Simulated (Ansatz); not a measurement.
Geometry optimisation, Ansatz, RKS B3LYP-D4/def2-mTZVP.

The input (input.yaml):

```yaml
crystal:
  periodic: [false, false, false]
  atoms:
    - { symbol: O, position_ang: [0.85245, -0.84244, -0.01514] }
    - { symbol: Ge, position_ang: [-0.6829, 0.13779, -0.57119] }
    - { symbol: Sb, position_ang: [0.13157, -0.49298, 1.74106] }
    - { symbol: H, position_ang: [-1.21497, -0.95529, -1.51065] }
    - { symbol: H, position_ang: [0.06882, 1.07207, -1.52232] }
    - { symbol: H, position_ang: [0.84503, 1.08085, 1.87824] }
basis:
  gaussian: { orbitals: def2-mTZVP }
hamiltonian:
  xc: b3lyp
  dispersion: d4
relax:
  f_tol: 0.02
  max_steps: 50
```

Run as:

```bash
$ ansatz run input.yaml --threads 2 --pin off --max-ram 3072MiB --backend cpu --events-out ev --progress --plain --runs-dir out
```

Question: Where does it end, and by what steps?

Answer: It converged. After 7 steps the energy has fallen by 0.515 eV; Ge2 moved furthest, 0.33 Å.

| step | energy less start (eV) | largest force component (eV/Å) | accepted |
| --- | --- | --- | --- |
| 0 | 0.0000 | 1.772 | yes |
| 1 | -0.3366 | 1.016 | yes |
| 2 | -0.4128 | 0.996 | yes |
| 3 | -0.5120 | 0.174 | yes |
| 4 | -0.5099 | 0.246 | no |
| 5 | -0.5149 | 0.054 | yes |
| 6 | -0.5147 | 0.035 | no |
| 7 | -0.5154 | 0.006 | yes |

```xyz
6
Properties=species:S:1:pos:R:3
O 0.972 -0.955 -0.021
Ge -0.438 -0.042 -0.709
Sb 0.040 -0.412 1.776
H -1.406 -0.942 -1.498
H -0.017 1.232 -1.463
H 0.850 1.119 1.916
```

Whether the end is a true minimum wasn't checked by a vibrational analysis.

The run took 23 s on 2 threads of Arm Neoverse V2 (shared host), peak memory 0.25 GiB.
